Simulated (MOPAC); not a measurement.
Input file for MOPAC: PM7 on C2H9BS (a complex), monomers drawn apart or pushed together.

```
PM7 1SCF PRECISE CHARGE=0 THREADS=1
C2H9BS

B     -0.32926278 1     0.60267203 1     0.75954861 1
H      0.00165623 1    -0.22085688 1    -0.05593228 1
H     -1.49506387 1     0.90385229 1     0.70558004 1
H      0.43342644 1     1.52902770 1     0.89040317 1
C      1.62373362 1    -0.74597512 1     2.91770435 1
S     -0.14924976 1    -0.48024871 1     2.71281119 1
C     -0.42546241 1     0.79394727 1     3.96028736 1
H      1.82697412 1    -1.16067221 1     3.90341659 1
H      1.92507221 1    -1.45448648 1     2.14916805 1
H      2.14954899 1     0.19593353 1     2.77044029 1
H     -0.23698989 1     0.39024540 1     4.95346927 1
H     -1.46737179 1     1.09496483 1     3.87510497 1
H      0.21787784 1     1.64755319 1     3.75333122 1
```

The log:

```
*******************************************************************************
 **                                                                           **
 **                              MOPAC v23.2.5                                **
 **                                                                           **
 *******************************************************************************
 ** MOPAC's Digital Object Identifier: https://doi.org/10.5281/zenodo.6511958 **
 **                                                                           **
 ** Please cite the open-source release paper for use of this MOPAC version:  **
 ** J. E. Moussa and J. J. P. Stewart (2026)                                  **
 ** MOPAC: An open-source semiempirical molecular orbital program             **
 ** J. Open Source Softw., 11(119), 8025, https://doi.org/10.21105/joss.08025 **
 *******************************************************************************

                              PM7 CALCULATION RESULTS

 *******************************************************************************
 *  PM7        - The PM7 Hamiltonian to be used
 *
 *
 *
 *                 CHARGE ON SYSTEM = 0
 *
 *
 *
 *  PRECISE    - TIGHTER CRITERIA TO BE USED
 *  1SCF       - DO 1 SCF AND THEN STOP
 *  THREADS=1  - MULTI-THREADING NOT USED
 *  T=         - A TIME OF 172800.0 SECONDS REQUESTED
 *  DUMP=N     - RESTART FILE WRITTEN EVERY 7200.0 SECONDS REQUESTED
 *******************************************************************************
PM7 1SCF PRECISE CHARGE=0 THREADS=1
 C2H9BS

   ATOM   CHEMICAL          X               Y               Z
  NUMBER   SYMBOL      (ANGSTROMS)     (ANGSTROMS)     (ANGSTROMS)

     1       B         -0.32926278  *   0.60267203  *   0.75954861  *
     2       H          0.00165623  *  -0.22085688  *  -0.05593228  *
     3       H         -1.49506387  *   0.90385229  *   0.70558004  *
     4       H          0.43342644  *   1.52902770  *   0.89040317  *
     5       C          1.62373362  *  -0.74597512  *   2.91770435  *
     6       S         -0.14924976  *  -0.48024871  *   2.71281119  *
     7       C         -0.42546241  *   0.79394727  *   3.96028736  *
     8       H          1.82697412  *  -1.16067221  *   3.90341659  *
     9       H          1.92507221  *  -1.45448648  *   2.14916805  *
    10       H          2.14954899  *   0.19593353  *   2.77044029  *
    11       H         -0.23698989  *   0.39024540  *   4.95346927  *
    12       H         -1.46737179  *   1.09496483  *   3.87510497  *
    13       H          0.21787784  *   1.64755319  *   3.75333122  *



          CARTESIAN COORDINATES

    NO.       ATOM           X           Y           Z

     1         B         -0.3293      0.6027      0.7595
     2         H          0.0017     -0.2209     -0.0559
     3         H         -1.4951      0.9039      0.7056
     4         H          0.4334      1.5290      0.8904
     5         C          1.6237     -0.7460      2.9177
     6         S         -0.1492     -0.4802      2.7128
     7         C         -0.4255      0.7939      3.9603
     8         H          1.8270     -1.1607      3.9034
     9         H          1.9251     -1.4545      2.1492
    10         H          2.1495      0.1959      2.7704
    11         H         -0.2370      0.3902      4.9535
    12         H         -1.4674      1.0950      3.8751
    13         H          0.2179      1.6476      3.7533

 General Reference for PM7:
 "Optimization of Parameters for Semiempirical Methods VI: More Modifications to the
 NDDO Approximations and Re-optimization of Parameters", J. J. P. Stewart, J. Mol. Mod., 1:32, 19 (2013)
 https://link.springer.com/article/10.1007/s00894-012-1667-x

           Empirical Formula: C2 H9 B S  =    13 atoms



      MOLECULAR POINT GROUP   :   Cs


      RHF CALCULATION, NO. OF DOUBLY OCCUPIED LEVELS = 13


 -------------------------------------------------------------------------------
 PM7 1SCF PRECISE CHARGE=0 THREADS=1
 C2H9BS



     1SCF WAS SPECIFIED, SO BFGS WAS NOT USED
     SCF FIELD WAS ACHIEVED


                              PM7 CALCULATION
                                                       MOPAC v23.2.5 Linux




          FINAL HEAT OF FORMATION =         -3.55350 KCAL/MOL =     -14.86785 KJ/MOL


          COSMO AREA              =        129.37 SQUARE ANGSTROMS
          COSMO VOLUME            =        120.83 CUBIC ANGSTROMS

          IONIZATION POTENTIAL    =          9.562102 EV
          HOMO LUMO ENERGIES (EV) =         -9.562 -0.676
          NO. OF FILLED LEVELS    =         13
          MOLECULAR WEIGHT        =         75.9631         POINT GROUP:  Cs

          MOLECULAR DIMENSIONS (Angstroms)

            Atom       Atom       Distance
            H    11    H     2     5.05218
            H     9    H     3     4.28646
            S     6    H     4     2.09170


          SCF CALCULATIONS        =          1





   ATOM   CHEMICAL          X               Y               Z
  NUMBER   SYMBOL      (ANGSTROMS)     (ANGSTROMS)     (ANGSTROMS)

     1       B         -0.32926278  *   0.60267203  *   0.75954861  *
     2       H          0.00165623  *  -0.22085688  *  -0.05593228  *
     3       H         -1.49506387  *   0.90385229  *   0.70558004  *
     4       H          0.43342644  *   1.52902770  *   0.89040317  *
     5       C          1.62373362  *  -0.74597512  *   2.91770435  *
     6       S         -0.14924976  *  -0.48024871  *   2.71281119  *
     7       C         -0.42546241  *   0.79394727  *   3.96028736  *
     8       H          1.82697412  *  -1.16067221  *   3.90341659  *
     9       H          1.92507221  *  -1.45448648  *   2.14916805  *
    10       H          2.14954899  *   0.19593353  *   2.77044029  *
    11       H         -0.23698989  *   0.39024540  *   4.95346927  *
    12       H         -1.46737179  *   1.09496483  *   3.87510497  *
    13       H          0.21787784  *   1.64755319  *   3.75333122  *

                             CARTESIAN COORDINATES

   1    B       -0.329262780     0.602672030     0.759548610
   2    H        0.001656230    -0.220856880    -0.055932280
   3    H       -1.495063870     0.903852290     0.705580040
   4    H        0.433426440     1.529027700     0.890403170
   5    C        1.623733620    -0.745975120     2.917704350
   6    S       -0.149249760    -0.480248710     2.712811190
   7    C       -0.425462410     0.793947270     3.960287360
   8    H        1.826974120    -1.160672210     3.903416590
   9    H        1.925072210    -1.454486480     2.149168050
  10    H        2.149548990     0.195933530     2.770440290
  11    H       -0.236989890     0.390245400     4.953469270
  12    H       -1.467371790     1.094964830     3.875104970
  13    H        0.217877840     1.647553190     3.753331220


           Empirical Formula: C2 H9 B S  =    13 atoms



      MOLECULAR POINT GROUP   :   Cs


                  EIGENVALUES
 -29.44293 -25.09498 -21.22141 -16.25073 -15.68026 -15.19884 -14.80921 -14.52911
 -13.27245 -11.81566 -11.08438 -11.02690  -9.56210  -0.67557  -0.37045   0.11752
   0.28718   0.35979   0.58277   1.44964   1.82607   4.37762   4.39444   4.72220
   4.74242   4.76777   4.81068   5.78573   5.87420   8.32159


              NET ATOMIC CHARGES AND DIPOLE CONTRIBUTIONS

  ATOM NO.   TYPE          CHARGE      No. of ELECS.   s-Pop       p-Pop       d-Pop
    1          B          -0.422305        3.4223     0.68005     2.74226
    2          H           0.040649        0.9594     0.95935
    3          H           0.040649        0.9594     0.95935
    4          H           0.027338        0.9727     0.97266
    5          C          -0.542077        4.5421     1.07687     3.46521
    6          S           0.318425        5.6816     1.84554     3.69627     0.13977
    7          C          -0.542077        4.5421     1.07687     3.46521
    8          H           0.175184        0.8248     0.82482
    9          H           0.186588        0.8134     0.81341
   10          H           0.177927        0.8221     0.82207
   11          H           0.175184        0.8248     0.82482
   12          H           0.186588        0.8134     0.81341
   13          H           0.177926        0.8221     0.82207
 DIPOLE           X         Y         Z       TOTAL
 POINT-CHG.     0.856    -1.143     3.371     3.661
 HYBRID         0.701     0.311     0.919     1.197
 SUM            1.558    -0.832     4.290     4.639


          ATOMIC ORBITAL ELECTRON POPULATIONS

     Atom    s        px        py        pz      x^2-y^2     xz        z^2       yz        xy
    1  B   0.68005   1.16875   0.98829   0.58522
    2  H   0.95935
    3  H   0.95935
    4  H   0.97266
    5  C   1.07687   1.05485   1.20576   1.20460
    6  S   1.84554   1.01233   1.39372   1.29022   0.04310   0.01042   0.02479   0.04445   0.01701
    7  C   1.07687   1.20949   1.12739   1.12833
    8  H   0.82482
    9  H   0.81341
   10  H   0.82207
   11  H   0.82482
   12  H   0.81341
   13  H   0.82207

 **********************
 *                    *
 * JOB ENDED NORMALLY *
 *                    *
 **********************




 == MOPAC DONE ==
```

The run finished.

Cost: very roughly 0.020 core-seconds.
